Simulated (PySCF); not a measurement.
Choosing a molecule for a target property.

Each SMILES stands for a single optimised conformer of the isolated species, non-relativistic unless stated; the electronic structure was computed with PySCF and density fitting.

Dipoles, sizes and rotational constants follow the conformer. The torsions of the flexible species, by atom-mapped SMILES:
- `[CH2:1]=[CH:2][S@:3](=[O:4])[CH2:5][S:6][CH3:7]`: C1–C2–S3–O4 -1°, C2–S3–C5–S6 -170°, S3–C5–S6–C7 -73°
- `[CH3:1][C:2](=[O:3])[NH:4][SiH2:5][NH2:6]`: C1–C2–N4–Si5 -179°, C2–N4–Si5–N6 -64°, H–N6–Si5–N4 52°, H–N6–Si5–N4 -174°

Problem. Wanted: lowest singlet excitation above 6 eV (TDDFT PBE0/def2-SVPD) and lowest triplet excitation (Tamm–Dancoff) above 4.6 eV (TDA PBE0/def2-SVPD), at GFN2-xTB geometries. Which candidate meets both?
A. `C1[C@@](C)(Cl)C(F)=C[CH+]1`
B. `C=C[S@](=O)CSC`
C. `CC(=O)N[SiH2]N`
D. `O=S(F)F`

Solution. D. Computed values:
```
                   species  lowest singlet excitation  lowest triplet excitation (Tamm–Dancoff)
C1[C@@](C)(Cl)C(F)=C[CH+]1                    3.95 eV                                   2.81 eV
            C=C[S@](=O)CSC                    4.69 eV                                   4.04 eV
            CC(=O)N[SiH2]N                    5.69 eV                                   5.25 eV
                   O=S(F)F                    6.46 eV                                   5.14 eV
```

Problem. Wanted: HOMO–LUMO gap below 7.8 eV (PBE0/def2-SVPD) and electronic spatial extent ⟨r²⟩ about the centre of nuclear charge above 1100 bohr² (PBE0/def2-SVPD), at GFN2-xTB geometries. Which candidate meets both?
A. `C1[C@@](C)(Cl)C(F)=C[CH+]1`
B. `O=S(F)F`
C. `CC(=O)N[SiH2]N`
D. `C=C[S@](=O)CSC`

Solution. D. Computed values:
| species | HOMO–LUMO gap | electronic spatial extent ⟨r²⟩ about the centre of nuclear charge |
| --- | --- | --- |
| C1[C@@](C)(Cl)C(F)=C[CH+]1 | 5.01 eV | 937 bohr² |
| C=C[S@](=O)CSC | 5.66 eV | 1300 bohr² |
| CC(=O)N[SiH2]N | 7.57 eV | 817 bohr² |
| O=S(F)F | 8.11 eV | 269 bohr² |
